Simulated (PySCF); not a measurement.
## A search over the determinants of InS

Unrestricted PBE0; In def2-SVPD with ECP28, S def2-SVPD; scalar-relativistic core potentials (PySCF 2.14). Outer shells of the fragments: In 4d10 5s2 5p1; S 3s2 3p4.

Followed along the bond (rough minima from three points):

```json
{"2Ms+1": "2", "unpaired": "π ↑", "⟨S²⟩ at the start": "0.75", "R at minimum (Å)": "2.56", "Te (eV)": "0.00"}
{"2Ms+1": "2", "unpaired": "σ ↑", "⟨S²⟩ at the start": "0.76", "R at minimum (Å)": "2.32", "Te (eV)": "0.03"}
{"2Ms+1": "4", "unpaired": "σ ↑, π ↑↑", "⟨S²⟩ at the start": "3.76", "R at minimum (Å)": "2.58", "Te (eV)": "2.72"}
```

Solutions found at the starting distance of 2.375 Å, counted from the lowest of them; the search is not exhaustive and high or unbound solutions are not listed, so other states can lie among these:

| 2Ms+1 | unpaired | term | E (eV) | ⟨S²⟩ | ⟨Lz²⟩ | μ (D) |
| --- | --- | --- | --- | --- | --- | --- |
| 2 | σ ↑ | ²Σ⁺ | 0.00 | 0.76 | 0.00 | -4.71 |
| 2 | π ↑ | ²Π | 0.10 | 0.75 | 1.01 | -2.00 |
| 4 | σ ↑, π ↑↑ | mixed | 2.79 | 3.76 | 2.01 | -0.81 |
| 4 | σ ↑, π ↑↑ | mixed | 2.98 | 3.76 | 2.01 | -0.76 |
| 2 | σ ↑, π ↑↓ | mixed | 3.15 | 1.76 | 2.01 | -0.92 |
| 4 | π ↑↑↑ | ⁴Π | 4.38 | 3.76 | 1.01 | 3.50 |
| 4 | σ ↑↑, π ↑ | ⁴Π | 4.96 | 3.75 | 1.01 | 0.69 |
| 4 | σ ↑↑, π ↑ | ⁴Π | 5.64 | 3.76 | 1.00 | -2.87 |
| 4 | σ ↑, π ↑, δ ↑ | mixed | 6.92 | 3.76 | 4.98 | -0.17 |

A term symbol is given only where ⟨S²⟩ and ⟨Lz²⟩ are close to those of a pure state; real π, δ and φ orbitals otherwise mix terms. A positive dipole means In(−)S(+).

Question: Compare the gap between the two lowest followed solutions at the starting distance with the gap between their minima.

Answer: At PBE0 the second solution (doublet, unpaired electrons σ ↑) lies -0.10 eV from the first (doublet, unpaired electrons π ↑) at 2.375 Å and +0.03 eV at the minima; the two curves relax by different amounts, since their minima lie near 2.32 and 2.56 Å. A gap this small is a tie at this level.

Spin–orbit coupling is left out. Counting both spins, an empty level lies below a filled one in some of these solutions, because spin and occupation are held.
